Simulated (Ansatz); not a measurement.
Reaction (ligand exchange at the Al–N bond): `C=C=[N][AlH2]` + `N[SiH2][GeH3]` → `[AlH2][NH][SiH2][GeH3]` + `C=C=N`

Computed with Ansatz on PBE0-D4/def2-TZVP structures; ΔE is electronic, products minus reactants. CCSD(T)/CBS is the MP2 limit (def2-TZVPP, def2-QZVPP) plus CCSD(T) − MP2 in def2-TZVPP, frozen cores. This one scheme is used for every species. DFT in def2-TZVPP. For Ge outer-core shells are correlated without core-valence functions, which leaves a few kJ/mol of doubt a bond. Scalar relativity is left out up to krypton. Each species was taken in one conformer, which may not be the lowest.

`C=C=[N][AlH2]`:

```xyz
8

C    -0.194   -1.962   -0.793
C    -0.074   -0.748   -0.302
N     0.034    0.356    0.144
Al    0.197    1.988    0.804
H     0.541   -2.338   -1.490
H    -1.027   -2.584   -0.500
H     1.441    2.828    0.325
H    -0.917    2.461    1.813
```

`N[SiH2][GeH3]`:

Z-matrix (Å, degrees):
```
Si
Ge 1 2.379
N 1 1.723 2 108.4
H 1 1.496 2 107.9 3 -126.0
H 1 1.487 2 110.7 3 117.5
H 2 1.539 1 111.0 3 173.1
H 2 1.542 1 110.4 3 53.9
H 2 1.538 1 111.7 3 -65.9
H 3 1.008 1 119.6 2 166.2
H 3 1.007 1 119.8 2 -51.1
```

`[AlH2][NH][SiH2][GeH3]`:

Cartesian coordinates in Å:
```
Al -2.506 0.773 0.398
N -0.794 0.945 -0.073
Si 0.616 0.274 0.672
Ge 1.794 -1.184 -0.801
H -3.585 1.493 -0.508
H -2.835 -0.086 1.682
H -0.609 1.495 -0.903
H 0.160 -0.489 1.865
H 1.565 1.331 1.129
H 2.180 -0.444 -2.097
H 0.922 -2.389 -1.199
H 3.091 -1.720 -0.166
```

`C=C=N`:

```xyz
6

C    -0.891   -0.077    0.377
C     0.243    0.053   -0.256
N     1.238    0.195   -0.944
H    -1.363   -1.046    0.454
H    -1.358    0.783    0.838
H     2.131    0.092   -0.468
```

```json
{"level": "PBE0-D4", "ΔE (eV)": "0.15"}
{"level": "CAM-B3LYP-D4", "ΔE (eV)": "0.17"}
{"level": "BLYP", "ΔE (eV)": "0.20"}
{"level": "PBE0", "ΔE (eV)": "0.17"}
{"level": "r2SCANh", "ΔE (eV)": "0.17"}
{"level": "CCSD(T)/def2-SVP", "ΔE (eV)": "0.08"}
{"level": "HF/CBS(def2)", "ΔE (eV)": "0.25"}
{"level": "CCSD/CBS(def2)", "ΔE (eV)": "0.13"}
```

(1) What does CCSD(T)/CBS give? (An estimate is asked.)

(2) What do rigid-rotor, harmonic-oscillator terms from PBE0-D4/def2-TZVP frequencies (298.15 K, 1 bar) make of the CCSD(T)/CBS value? (Estimate.)

Largest T1 diagnostic among the species: 0.015.

Answers

(1) The calculation gave: +0.11 eV. The listed levels differ from it by 0.04, 0.06, 0.09, 0.06, 0.06, -0.03, 0.14, 0.02 eV.

(2) The calculation gave: ΔZPE = +0.01 eV, ΔH = +0.11 eV, ΔS = -4 J/(mol·K), ΔG = +0.12 eV. Modes under 50 cm⁻¹ make the entropy rough.

The D4 term adds −0.04 eV with B3LYP and −0.02 eV with PBE0; it sums over pairs of atoms, weighted by their polarisabilities, and B3LYP, whose exchange is more repulsive, gets the larger term. Leaving LDA and LC-ωPBE aside and taking each functional with its dispersion term where it has one, the values, not all of them listed here, spread over 0.06 eV, from revPBE-D4 to BHLYP-D4. In def2-TZVPP, CCSD(T) changes the Hartree–Fock value by −0.16 eV (the triples alone add −0.02 eV) and MP2 by −0.09 eV.

B3LYP here is the variant with VWN-RPA as its local correlation; programs differ in this.
